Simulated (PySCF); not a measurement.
Si(H)(F)2(OEt) (C₂H₆F₂OSi), SMILES F[SiH](F)OCC. Atoms are numbered in the order given.

```xyz
12

Si     0.8888     0.2690     0.6321
F      1.7700    -0.9997     0.1601
F      1.3676     1.4898    -0.3109
O     -0.6979    -0.0311     0.4161
C     -1.3152    -0.3932    -0.8178
C     -2.8043    -0.5646    -0.5964
H      1.1469     0.5798     2.0414
H     -1.1203     0.3926    -1.5691
H     -0.8648    -1.3304    -1.1898
H     -3.2488     0.3741    -0.2325
H     -3.3019    -0.8481    -1.5369
H     -2.9929    -1.3496     0.1516
```
Charge 0, spin multiplicity 1.

Geometry optimised at ωB97X-D3(BJ)/def2-SVP. This is a generated structure with no PubChem entry under its InChIKey; it may be hypothetical. The values are those of a single conformer.

Computed with PBE/def2-TZVP run with PySCF.

Atomic charges (e):

```tsv
atom	Löwdin	Mulliken
Si1	-0.09	0.68
F2	0.02	[?]
F3	0.02	[?]
O4	0.12	-0.27
C5	-0.35	-0.07
C6	-0.32	[?]
H7	-0.04	[?]
H8	0.13	0.11
H9	0.13	0.11
H10	0.13	[?]
H11	0.13	[?]
H12	0.13	[?]
```

Fill in the missing entries. (An estimate is asked for; the answer gives what the named calculation found.)


- F2, Mulliken: -0.28
- F3, Mulliken: -0.28
- C6, Mulliken: -0.32
- H7, Mulliken: -0.03
- H10, Mulliken: 0.12
- H11, Mulliken: 0.11
- H12, Mulliken: 0.12

Computed Mayer and Wiberg (Löwdin basis) orders of the bonds:
| bond | Mayer | Wiberg |
|---|---|---|
| Si1–F2 | 1.15 | 1.74 |
| Si1–F3 | 1.16 | 1.74 |
| Si1–O4 | 1.28 | 1.65 |
| O4–C5 | 0.94 | 1.42 |
| C5–C6 | 1.03 | 1.34 |
| Si1–H7 | 0.95 | 0.92 |
| C5–H8 | 0.95 | 0.87 |
| C5–H9 | 0.95 | 0.87 |
| C6–H10 | 0.96 | 0.90 |
| C6–H11 | 0.95 | 0.90 |
| C6–H12 | 0.96 | 0.90 |
